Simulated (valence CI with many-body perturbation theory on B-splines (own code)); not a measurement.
# Level structure of Ta

Calculated by valence CI with perturbative core correlation (CI+MBPT): five valence electrons over a frozen Dirac-Fock core [Xe] 4f14, radial functions for each j: 9 s, 9 p, 9 d, 7 f, 4 g, 2 h, with the one-electron correlation potential Σ1, the two-electron term Σ2, the three-electron term Σ3, Breit, model QED; selected CI, second order for the rest, scaled by the run's own slope (own B-spline code, finite nucleus).

Against 6 measured levels this calculation errs by 60 cm⁻¹ on average and by 93 at most. These come from a selection out of the NIST Handbook of Basic Atomic Spectroscopic Data. Levels without a partner in it may be off by more, other configurations by 1,000 to 4,000 cm⁻¹. Among the levels kept, up to 1000 cm⁻¹ of a level comes from second order outside the variational space, and about a tenth of that is noise between levels of different J, which matters for small intervals.

Levels 1 to 45 of 47, with energies above the lowest level, 5d3 6s2 4F_3/2. "Leading %" is the weight of the configuration and term that name the level; weights of strongly mixed levels are sums over their largest components and can fall short. In the jj column 3d3/2^4 stands for four electrons in 3d with j = 3/2. Lifetimes count E1, E2, E3, M1 and M2 decay at the calculated energies, and are blank where another channel may lead or the interval is too uncertain; long ones can be off by a factor of two.

```csv
No.,Configuration,Term,J,E (cm⁻¹),Leading %,Second component,Leading jj,Lifetime
1,5d3 6s2,4F,3/2,0.0,78,8 % 5d3 6s2 2D,5d3/2^3 6s^2 (54 %),
2,5d3 6s2,4F,5/2,1960,84,,5d3/2^2 5d5/2 6s^2 (77 %),3.34 s
3,5d3 6s2,4F,7/2,3909,81,4 % 5d3 6s2 2G,5d3/2 5d5/2^2 6s^2 (51 %),3.41 s
4,5d3 6s2,4F,9/2,5601,70,13 % 5d3 6s2 2G,5d3/2 5d5/2^2 6s^2 (40 %),8.60 s
5,5d3 6s2,4P,1/2,5956,50,20 % 5d4 6s 4P,5d3/2^2 5d5/2 6s^2 (50 %),32.2 s
6,5d3 6s2,4P,3/2,6154,48,17 % 5d3 6s2 2P,5d3/2^2 5d5/2 6s^2 (53 %),2.41 s
7,5d4 6s,6D,1/2,9062,77,10 % 5d3 6s2 4P,5d3/2^2 5d5/2^2 6s (35 %),
8,5d3 6s2,4P,5/2,9195,61,16 % 5d4 6s 4P,5d3/2 5d5/2^2 6s^2 (41 %),2.26 s
9,5d4 6s,6D,3/2,9333,80,5 % 5d3 6s2 2D,5d3/2^3 5d5/2 6s (46 %),
10,5d3 6s2,2G,7/2,9914,77,4 % 5d3 6s2 4F,5d3/2 5d5/2^2 6s^2 (47 %),610 ms
11,5d4 6s,6D,5/2,10403,83,8 % 5d3 6s2 4P,5d3/2^2 5d5/2^2 6s (45 %),8.86 s
12,5d3 6s2,2H,9/2,10881,36,36 % 5d3 6s2 2G,5d3/2^2 5d5/2 6s^2 (52 %),678 ms
13,5d3 6s2,2D,3/2,10917,39,19 % 5d3 6s2 4P,5d3/2 5d5/2^2 6s^2 (62 %),330 ms
14,5d4 6s,6D,7/2,11325,92,,5d3/2^2 5d5/2^2 6s (47 %),
15,5d3 6s2,2P,1/2,11999,65,10 % 5d3 6s2 4P,5d3/2 5d5/2^2 6s^2 (64 %),642 ms
16,5d4 6s,6D,9/2,12480,88,,5d3/2^2 5d5/2^2 6s (38 %),7.60 s
17,5d3 6s2,2D,5/2,13045,66,16 % 5d4 6s 2D,5d3/2 5d5/2^2 6s^2 (45 %),558 ms
18,5d3 6s2,2H,11/2,15402,86,,5d3/2 5d5/2^2 6s^2 (86 %),1.52 s
19,5d3 6s2,2H,9/2,15589,47,33 % 5d3 6s2 2G,5d5/2^3 6s^2 (48 %),442 ms
20,5d3 6s2,2P,3/2,16125,50,21 % 5d3 6s2 2D,5d5/2^3 6s^2 (66 %),274 ms
21,5d3 6s 6p,6G°,3/2,16984,71,12 % 5d3 6s 6p 4F°,5d3/2^3 6s 6p1/2 (48 %),37.5 μs
22,5d3 6s2,2F,5/2,17462,60,22 % 5d4 6s 2F,5d3/2 5d5/2^2 6s^2 (35 %),1.05 s
23,5d3 6s2,2F,7/2,17597,61,22 % 5d4 6s 2F,5d3/2 5d5/2^2 6s^2 (56 %),808 ms
24,5d3 6s 6p,6G°,5/2,18016,41,15 % 5d2 6s2 6p 4G°,5d3/2^2 6s^2 6p1/2 (30 %),12.7 μs
25,5d3 6s 6p,4D°,1/2,18256,36,15 % 5d2 6s2 6p 4D°,5d3/2^2 5d5/2 6s 6p1/2 (24 %),545 ns
26,5d3 6s 6p,6G°,5/2,18981,38,23 % 5d2 6s2 6p 4G°,5d3/2^2 6s^2 6p1/2 (39 %),6.92 μs
27,5d3 6s 6p,4D°,3/2,19372,32,14 % 5d3 6s 6p 6F°,5d3/2^2 5d5/2 6s 6p1/2 (37 %),621 ns
28,5d4 6s,4D,1/2,19643,33,27 % 5d4 6s 4P,5d3/2^4 6s (43 %),
29,5d4 6s,4H,7/2,20063,58,19 % 5d4 6s 4G,5d3/2^3 5d5/2 6s (58 %),
30,5d3 6s 6p,6G°,7/2,20097,78,,5d3/2^2 5d5/2 6s 6p1/2 (47 %),5.75 μs
31,5d2 6s2 6p,2S°,1/2,20229,26,15 % 5d3 6s 6p 2S°,5d3/2^2 5d5/2 6s 6p1/2 (30 %),1.35 μs
32,5d4 6s,4H,9/2,20576,55,22 % 5d4 6s 4G,5d3/2^3 5d5/2 6s (44 %),224 ms
33,5d4 6s,4D,3/2,20676,51,19 % 5d4 6s 4F,5d3/2^3 5d5/2 6s (57 %),
34,5d2 6s2 6p,2D°,3/2,20807,27,18 % 5d2 6s2 6p 4F°,5d3/2 5d5/2 6s^2 6p1/2 (29 %),691 ns
35,5d3 6s 6p,4D°,5/2,21014,14,12 % 5d2 6s2 6p 4G°,5d3/2^2 5d5/2 6s 6p1/2 (32 %),681 ns
36,5d4 6s,4G,5/2,21036,36,34 % 5d4 6s 4F,5d3/2^2 5d5/2^2 6s (44 %),
37,5d4 6s,4D,1/2,21525,44,28 % 5d4 6s 4P,5d3/2^2 5d5/2^2 6s (40 %),
38,5d2 6s2 6p,4F°,3/2,21737,23,11 % 5d3 6s 6p 6G°,5d3/2^2 6s^2 6p3/2 (25 %),458 ns
39,5d4 6s,4H,11/2,21811,74,18 % 5d4 6s 4G,5d3/2^2 5d5/2^2 6s (85 %),381 ms
40,5d2 6s2 6p,4D°,5/2,21995,9,9 % 5d2 6s2 6p 4F°,5d3/2 5d5/2 6s^2 6p1/2 (42 %),877 ns
41,5d3 6s 6p,6G°,9/2,22166,81,5 % 5d3 6s 6p 4G°,5d3/2 5d5/2^2 6s 6p1/2 (33 %),3.82 μs
42,5d4 6s,4F,7/2,22174,32,26 % 5d4 6s 4H,5d3/2^2 5d5/2^2 6s (60 %),
43,5d4 6s,4F,3/2,22353,57,10 % 5d4 6s 4D,5d3/2^2 5d5/2^2 6s (56 %),
44,5d2 6s2 6p,4G°,7/2,22491,51,9 % 5d3 6s 6p 6G°,5d3/2 5d5/2 6s^2 6p1/2 (48 %),15.8 μs
45,5d4 6s,4D,5/2,22736,45,36 % 5d4 6s 4G,5d3/2^2 5d5/2^2 6s (77 %),
```

Names give the largest LS component (configuration and term), which can be under half, so a name can repeat, a term be missing and a line seem to break the LS rules; names also repeat where a configuration has a term twice.

The ionisation energy to 5d3 6s 5F_1 of the next ion comes out as 7.4847 eV (NIST: 7.54957 eV (measured), further off than twice its uncertainty). All 47 levels together are meant to be complete up to 23028 cm⁻¹.
